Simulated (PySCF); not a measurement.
## Computed properties of H8N2OSi2, SMILES N([SiH3])[Si@H](O)N

H8N2OSi2, SMILES N[Si@@H](O)N[SiH3]. The structure is a stationary point at B3LYP-D3(BJ)/def2-SVP. The structure was generated by enumeration; whether it is a known compound was not checked. Other conformers were not sampled. All values are computed for the isolated molecule unless a solvent is named; none is compared with measurement here.

**Structure.** All 33 harmonic modes at B3LYP-D3(BJ)/def2-SVP (PySCF) are real, so it is a minimum. With heavy atoms numbered as in [NH2:1][Si@@H:2]([OH:3])[NH:4][SiH3:5], the shortest bond between them is Si2–O3 at 1.672 Å and the longest N4–Si5 at 1.745 Å.

**Vibrations.** The strongest infrared lines (harmonic, unscaled, degenerate partners summed) lie at 938 cm⁻¹ (296 km/mol, H 44 %, N 31 %, Si 24 %), 1185 cm⁻¹ (242 km/mol, H 60 %, N 35 %), 1015 cm⁻¹ (211 km/mol, H 84 %, Si 11 %). The softest mode is at 75 cm⁻¹ and the zero-point energy is 57.1 kcal/mol.

**Electronic structure.** HF/def2-TZVP (PySCF) places the frontier levels at -10.77 and 3.33 eV, a gap of 14.10 eV, and gives a dipole moment of 1.93 D and a mean polarisability of 61.6 bohr³. PBE/def2-TZVP (PySCF) at the same geometry gives -6.09 and -0.31 eV, so its gap is 8.32 eV narrower. An orbital gap is neither the optical nor the fundamental gap.

**Excitations.** TDA-M06-2X/def2-SVPD (PySCF) has S1 at 6.75 eV (184 nm, f = 0.007, weak); the most intense of the 10 singlets computed lies at 7.55 eV (f = 0.08). T1 (TDA) is at 6.49 eV, 0.26 eV under S1. TDA-PBE/def2-SVPD (PySCF) puts S1 at 5.68 eV. No vertical singlet excitation falls in the visible range (under 3.1 eV).

**NMR.** GIAO shifts at HF/pcSseg-1 (PySCF) (non-relativistic, atoms alike by connectivity averaged): ¹H from 0.6 to 4.5 ppm against TMS; ²⁹Si from -54.9 to -41.2 ppm against TMS.

**Solvation.** SMD-PBE0/6-31G* (PySCF) gives -5.4 kcal/mol in water, -3.0 kcal/mol in benzene, -8.0 kcal/mol in 2-propanol (1 M in both phases, gas-phase geometry); of these solvents 2-propanol holds the molecule best.
